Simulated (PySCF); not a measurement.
PySCF input file for CH3Cl2NSi2, SMILES N1[SiH2][Si](Cl)(C=1)Cl, ωB97X-D3(BJ)/def2-SVP. The structure is a stationary point at ωB97X-D3(BJ)/def2-SVP. This is a generated structure with no PubChem entry under its InChIKey; it may be hypothetical.

```python
import numpy as np
from pyscf import gto, scf, dft, df
from pyscf.hessian import thermo

mol = gto.M(
    atom='''
    Cl    1.46286631   -0.09895760    1.66264293
    Si    0.25322854    0.02117690   -0.00000001
    Cl    1.46286629   -0.09895760   -1.66264293
    C    -0.98376763    1.47316521    0.00000000
    N    -2.15527159    0.94139753    0.00000000
    Si   -1.89647502   -0.85142465    0.00000001
    H    -0.86082150    2.57177004   -0.00000000
    H    -2.44083749   -1.50625856   -1.21896553
    H    -2.44083747   -1.50625855    1.21896554
    ''',
    basis='def2-SVP',
    charge=0,
    spin=0,
    max_memory=1600,
    verbose=3,
)
mf = dft.RKS(mol, xc='wb97x-d3bj').density_fit(auxbasis='def2-universal-jkfit')
mf.grids.level = 3
mf.conv_tol = 1e-11
mf.max_cycle = 100
mf.kernel()

# analytic Hessian; the response equations are solved on a coarser grid
h, args, fine = mf.Hessian(), (mf.mo_energy, mf.mo_coeff, mf.mo_occ), mf.grids
h.max_memory = max(150, 2.5e-5 * df.make_auxmol(mol, mf.with_df.auxbasis).nao * mol.nelec[0] * (mol.nelec[0] + mol.nao))  # MB; small integral blocks
h1ao = h.make_h1(mf.mo_coeff, mf.mo_occ)
mf.grids = dft.Grids(mol).set(level=1).build(with_non0tab=True)
mo1, mo_e1 = h.solve_mo1(*args, h1ao)
mf.grids = fine
hess = h.hess_elec(*args, mo1, mo_e1, h1ao) + h.hess_nuc()
if mf.do_disp():
    hess += h.get_dispersion()
for i in range(mol.natm):  # the analytic DFT Hessian lacks the response of the grid: restore translational invariance
    hess[i, i] -= hess[i].sum(axis=0)
hess = (hess + hess.transpose(1, 0, 3, 2)) / 2
vib = thermo.harmonic_analysis(mol, hess, imaginary_freq=False)
thermo.dump_normal_mode(mol, vib)
th = thermo.thermo(mf, vib['freq_au'][vib['freq_au'] > 0], 298.15, 101325)
thermo.dump_thermo(mol, th)
g0 = mf.nuc_grad_method().set(verbose=0).kernel()

# dipole derivatives [dipole axis, atom, xyz] from the same response
r, irp = mol.intor('int1e_r'), mol.intor('int1e_irp').reshape(3, 3, mol.nao, mol.nao)
sl, dm0, ok = mol.aoslice_by_atom(), np.array(mf.make_rdm1()), []
dmu = np.einsum('a,xt->xat', mol.atom_charges(), np.eye(3))
for a, (_, _, p0, p1) in enumerate(sl):
    dmu[:, a] += 2 * np.einsum('xtij,ij->xt', irp[:, :, :, p0:p1], dm0.reshape(-1, mol.nao, mol.nao).sum(0)[:, p0:p1])
    for u, c, occ, f in [(mo1, mf.mo_coeff, mf.mo_occ, 4)]:
        dmu[:, a] -= f * np.einsum('tui,xuv,vi->xt', u[a], r, c[:, occ > 0], optimize=True)
L = vib['norm_mode']
ir = 974.8801 * (np.einsum('xat,kat->kx', dmu, L) ** 2).sum(1)       # km/mol
apt = np.einsum('xax->a', dmu) / 3

# polarisability derivatives from nuclear gradients in small electric fields
h0, F = mf.get_hcore(), 0.005
def in_field(f, guess):
    m = mf.copy()
    m.verbose, m.conv_tol, m.conv_tol_grad = 0, 1e-11, 2e-7
    m.get_hcore = lambda *a: h0 + np.einsum('x,xij->ij', f, r)
    m.kernel(guess)
    ok.append(m.converged)
    dm = np.array(m.make_rdm1())
    g = m.nuc_grad_method().kernel() - np.outer(mol.atom_charges(), f)
    for a, (_, _, p0, p1) in enumerate(sl):
        g[a] -= 2 * np.einsum('x,xtij,ij->t', f, irp[:, :, :, p0:p1], dm[:, p0:p1])
    return g, -np.einsum('xij,ij->x', r, dm), dm
E = np.eye(3) * F
g0, _, dm0 = in_field(np.zeros(3), dm0)
gp = [in_field(e, dm0) for e in E]
gm = [in_field(-e, 2 * dm0 - p[2]) for e, p in zip(E, gp)]
alpha = np.array([(p[1] - q[1]) / (2 * F) for p, q in zip(gp, gm)])  # bohr^3
check = abs(np.array([-(p[0] - q[0]) / (2 * F) for p, q in zip(gp, gm)]) - dmu).max()
print('static polarisability / bohr^3:', alpha.round(3))
print('largest difference of analytic and finite-field dipole derivatives / e:', check)
da = np.zeros((3, 3, mol.natm, 3))
for x in range(3):
    da[x, x] = -(gp[x][0] + gm[x][0] - 2 * g0) / F**2
for x, y in ((0, 1), (0, 2), (1, 2)):
    up, down = in_field(E[x] + E[y], gp[x][2] + gp[y][2] - dm0), in_field(-E[x] - E[y], gm[x][2] + gm[y][2] - dm0)
    both = -(up[0] + down[0] - 2 * g0) / F**2
    da[x, y] = da[y, x] = (both - da[x, x] - da[y, y]) / 2
aq = np.einsum('xyat,kat->kxy', da, L) * 0.529177210903**2           # A^2/amu^1/2
a = np.einsum('kxx->k', aq) / 3
g2 = 1.5 * (aq**2).sum((1, 2)) - 4.5 * a**2
raman, depol = 45 * a**2 + 7 * g2, 3 * g2 / (45 * a**2 + 4 * g2 + 1e-12)
print('mode   freq/cm-1   IR/(km/mol)   Raman/(A^4/amu)   depolarisation')
for k, w in enumerate(vib['freq_wavenumber']):
    print(f'{k + 1:4d} {w:11.2f} {ir[k]:13.3f} {raman[k]:17.3f} {depol[k]:16.3f}')
print('max |gradient| / (hartree/bohr):', abs(g0).max())
print('APT charges:', apt.round(4))
```

Program output:

```
converged SCF energy = -1593.67049953745

WARN: DFTD3 does not support analytical Hessian, using finite difference


WARN: Mole.unit (angstrom) is changed to Bohr

Mode                                 0                   1                   2
Irrep
Freq [cm^-1]                       68.9539            117.1150            162.5903
Reduced mass [au]                  13.3720              4.4451             21.2941
Force const [Dyne/A]                0.0375              0.0359              0.3317
Char temp [K]                      99.2092            168.5024            233.9313
Normal mode                   x     y     z       x     y     z       x     y     z
       0  Cl                 0.08 -0.01  0.02    0.02  0.06  0.00   -0.07 -0.01  0.08
       1  Si                -0.00 -0.00  0.08   -0.00  0.00  0.01    0.04  0.02  0.00
       2  Cl                -0.08  0.01  0.02   -0.02 -0.06  0.00   -0.07 -0.01 -0.08
       3   C                -0.00 -0.00  0.01   -0.00  0.00  0.10    0.04  0.01  0.00
       4   N                -0.00 -0.00 -0.14   -0.00  0.00  0.11    0.05 -0.00 -0.00
       5  Si                -0.00  0.00 -0.04   -0.00 -0.00 -0.10    0.08 -0.01 -0.00
       6   H                -0.00 -0.00  0.02   -0.00  0.00  0.19    0.03  0.01  0.00
       7   H                 0.09 -0.07 -0.05    0.06  0.17 -0.21    0.08 -0.01 -0.00
       8   H                -0.09  0.07 -0.05   -0.06 -0.17 -0.21    0.08 -0.01  0.00
Mode                                 3                   4                   5
Irrep
Freq [cm^-1]                      193.1610            296.0091            354.2151
Reduced mass [au]                  10.9423              2.0863             16.3011
Force const [Dyne/A]                0.2405              0.1077              1.2050
Char temp [K]                     277.9156            425.8911            509.6366
Normal mode                   x     y     z       x     y     z       x     y     z
       0  Cl                -0.00  0.05  0.03   -0.02  0.02 -0.01   -0.05  0.01 -0.08
       1  Si                 0.01 -0.11  0.00    0.00  0.00 -0.02   -0.04 -0.02 -0.00
       2  Cl                -0.00  0.05 -0.03    0.02 -0.02 -0.01   -0.05  0.01  0.08
       3   C                 0.09 -0.07  0.00   -0.00  0.00  0.17    0.09  0.00  0.00
       4   N                 0.05  0.01 -0.00   -0.00 -0.00 -0.09    0.08  0.01 -0.00
       5  Si                -0.07  0.01  0.00   -0.00 -0.00  0.00    0.07 -0.02 -0.00
       6   H                 0.16 -0.07  0.00   -0.00  0.00  0.44    0.11  0.00 -0.00
       7   H                -0.09  0.03 -0.00   -0.16 -0.23  0.20    0.07 -0.01 -0.00
       8   H                -0.09  0.03  0.00    0.16  0.23  0.20    0.07 -0.01  0.00
Mode                                 6                   7                   8
Irrep
Freq [cm^-1]                      476.2723            493.2005            605.0814
Reduced mass [au]                   8.1228              1.5288              9.0184
Force const [Dyne/A]                1.0856              0.2191              1.9454
Char temp [K]                     685.2497            709.6057            870.5774
Normal mode                   x     y     z       x     y     z       x     y     z
       0  Cl                 0.00 -0.00  0.01   -0.03  0.00 -0.03    0.03  0.00  0.04
       1  Si                -0.01  0.09 -0.00    0.00  0.00  0.03   -0.14 -0.03 -0.00
       2  Cl                 0.00 -0.00 -0.01    0.03 -0.00 -0.03    0.03  0.00 -0.04
       3   C                 0.07  0.05 -0.00    0.00  0.00  0.07    0.01  0.08  0.00
       4   N                 0.11 -0.02  0.00    0.00 -0.00 -0.05    0.02  0.05 -0.00
       5  Si                -0.07 -0.09 -0.00   -0.00 -0.00  0.06    0.03 -0.03  0.00
       6   H                 0.04  0.05 -0.00    0.00  0.00  0.04    0.02  0.08  0.00
       7   H                -0.19  0.01  0.00    0.52  0.06 -0.21    0.16 -0.09 -0.02
       8   H                -0.19  0.01 -0.00   -0.52 -0.06 -0.21    0.16 -0.09  0.02
Mode                                 9                  10                  11
Irrep
Freq [cm^-1]                      620.1189            668.7113            719.5633
Reduced mass [au]                   7.0465              1.2775              4.3050
Force const [Dyne/A]                1.5965              0.3366              1.3133
Char temp [K]                     892.2130            962.1267           1035.2914
Normal mode                   x     y     z       x     y     z       x     y     z
       0  Cl                -0.03  0.00 -0.05    0.00  0.00  0.00    0.01 -0.00  0.01
       1  Si                -0.00 -0.00  0.15    0.00  0.00 -0.01   -0.05 -0.01  0.00
       2  Cl                 0.03 -0.00 -0.05   -0.00 -0.00  0.00    0.01 -0.00 -0.01
       3   C                 0.00  0.00 -0.02   -0.00 -0.00  0.06   -0.02  0.01  0.00
       4   N                 0.00  0.00  0.02    0.00 -0.00 -0.10    0.09 -0.18  0.00
       5  Si                 0.00 -0.00 -0.02   -0.00  0.00  0.04    0.01  0.08 -0.00
       6   H                 0.00  0.00 -0.12   -0.00 -0.00 -0.07   -0.21  0.03 -0.00
       7   H                -0.21  0.02  0.07   -0.27  0.54 -0.13   -0.11  0.24 -0.03
       8   H                 0.21 -0.02  0.07    0.27 -0.54 -0.13   -0.11  0.24  0.03
Mode                                12                  13                  14
Irrep
Freq [cm^-1]                      776.2405            803.1370            905.8701
Reduced mass [au]                   3.0046              1.7196              1.3144
Force const [Dyne/A]                1.0667              0.6535              0.6355
Char temp [K]                    1116.8372           1155.5353           1303.3455
Normal mode                   x     y     z       x     y     z       x     y     z
       0  Cl                -0.01  0.00 -0.01    0.00 -0.00  0.00    0.00  0.00  0.00
       1  Si                 0.06 -0.06 -0.00   -0.01  0.05  0.00    0.00 -0.00 -0.02
       2  Cl                -0.01  0.00  0.01    0.00 -0.00 -0.00   -0.00 -0.00  0.00
       3   C                -0.04  0.18 -0.00    0.05 -0.09  0.00   -0.00  0.00  0.14
       4   N                 0.05 -0.03 -0.00    0.03 -0.05  0.00   -0.00  0.00 -0.00
       5  Si                -0.04 -0.01  0.00   -0.06  0.05 -0.00    0.00 -0.00 -0.02
       6   H                -0.31  0.21  0.00    0.05 -0.10 -0.00   -0.00  0.00 -0.84
       7   H                 0.20 -0.18 -0.01    0.43 -0.30 -0.02    0.01 -0.12  0.05
       8   H                 0.20 -0.18  0.01    0.43 -0.30  0.02   -0.01  0.12  0.05
Mode                                15                  16                  17
Irrep
Freq [cm^-1]                      961.4435           1296.2581           1651.9719
Reduced mass [au]                   1.0774              1.2622             10.8453
Force const [Dyne/A]                0.5868              1.2496             17.4381
Char temp [K]                    1383.3031           1865.0268           2376.8198
Normal mode                   x     y     z       x     y     z       x     y     z
       0  Cl                 0.00  0.00  0.00   -0.00  0.00 -0.00    0.00 -0.00  0.00
       1  Si                -0.01 -0.00  0.00    0.01 -0.00 -0.00    0.00  0.00  0.00
       2  Cl                 0.00  0.00 -0.00   -0.00  0.00  0.00    0.00 -0.00 -0.00
       3   C                 0.00  0.00 -0.00   -0.07  0.08  0.00    0.19  0.08  0.00
       4   N                 0.01 -0.01  0.00   -0.01 -0.07  0.00   -0.16 -0.08 -0.00
       5  Si                 0.02  0.04 -0.00   -0.00  0.01  0.00   -0.00  0.00 -0.00
       6   H                -0.02  0.00  0.00    0.88 -0.01 -0.00   -0.03  0.12 -0.00
       7   H                -0.32 -0.44  0.40    0.02 -0.02  0.00   -0.02  0.02 -0.00
       8   H                -0.32 -0.44 -0.40    0.02 -0.02 -0.00   -0.02  0.02  0.00
Mode                                18                  19                  20
Irrep
Freq [cm^-1]                     2278.6298           2286.3627           3098.7628
Reduced mass [au]                   1.0301              1.0533              1.0919
Force const [Dyne/A]                3.1512              3.2440              6.1772
Char temp [K]                    3278.4409           3289.5669           4458.4297
Normal mode                   x     y     z       x     y     z       x     y     z
       0  Cl                -0.00 -0.00 -0.00   -0.00 -0.00 -0.00    0.00 -0.00  0.00
       1  Si                 0.00  0.00 -0.00    0.00 -0.00  0.00   -0.00  0.00  0.00
       2  Cl                -0.00 -0.00  0.00    0.00  0.00 -0.00    0.00 -0.00 -0.00
       3   C                 0.00 -0.00 -0.00    0.00  0.00  0.00   -0.01 -0.08  0.00
       4   N                -0.00  0.00  0.00   -0.00 -0.00  0.00    0.00  0.00 -0.00
       5  Si                -0.02 -0.02 -0.00   -0.00 -0.00  0.04    0.00  0.00  0.00
       6   H                -0.00  0.00  0.00   -0.00  0.00 -0.01    0.10  0.95  0.00
       7   H                 0.25  0.30  0.58   -0.26 -0.31 -0.56   -0.00 -0.00 -0.00
       8   H                 0.25  0.30 -0.58    0.26  0.31 -0.56   -0.00 -0.00  0.00
temperature 298.1500 [K]
pressure 101325.00 [Pa]
Rotational constants [GHz] 1.87407 1.22025 0.93163
Symmetry number 1
Zero-point energy (ZPE) 0.04291 [Eh]   112650.352 [J/mol]
                           tot       elec      trans        rot        vib
Entropy [J/mol/K]       371.021      0.000    171.735    123.018     76.268
Cv [J/mol/K]            106.957      0.000     12.472     12.472     82.013
Cp [J/mol/K]            115.271      0.000     20.786     12.472     82.013
Internal energy [J/mol]                      3718.434   3718.434 125134.310
Internal energy [Eh]   -1593.62001  -1593.67050
Enthalpy [J/mol]                             6197.391   3718.434 125134.310
Enthalpy [Eh]          -1593.61906
Gibbs free energy [J/mol]                  -45005.403 -32959.343 102394.986
Gibbs free energy [Eh] -1593.66119
static polarisability / bohr^3: [[90.319  8.431  0.   ]
 [ 8.435 67.901  0.   ]
 [ 0.    -0.    70.872]]
largest difference of analytic and finite-field dipole derivatives / e: 0.0008271402101660552
mode   freq/cm-1   IR/(km/mol)   Raman/(A^4/amu)   depolarisation
   1       68.95         5.079             2.394            0.750
   2      117.11         0.459             2.973            0.750
   3      162.59         5.587             3.959            0.691
   4      193.16         9.161             3.511            0.651
   5      296.01         0.434             4.523            0.750
   6      354.22         4.739            17.709            0.112
   7      476.27        25.754            10.063            0.354
   8      493.20        42.068             8.723            0.750
   9      605.08       175.239             3.730            0.693
  10      620.12       112.343             0.643            0.750
  11      668.71         8.920            11.321            0.750
  12      719.56        35.210            10.416            0.274
  13      776.24        10.407            10.731            0.586
  14      803.14       142.791             9.498            0.158
  15      905.87        48.856             1.691            0.750
  16      961.44       137.277            11.585            0.740
  17     1296.26        14.827             4.211            0.650
  18     1651.97        45.200             6.129            0.194
  19     2278.63       103.893           239.726            0.098
  20     2286.36        91.805           122.618            0.750
  21     3098.76        29.050           227.810            0.336
max |gradient| / (hartree/bohr): 4.1851205861520054e-05
APT charges: [-5.9000e-01  1.4611e+00 -5.9000e-01 -5.0000e-04 -7.6140e-01  9.7790e-01
  2.3000e-03 -2.4960e-01 -2.4960e-01]
```

The run converged.
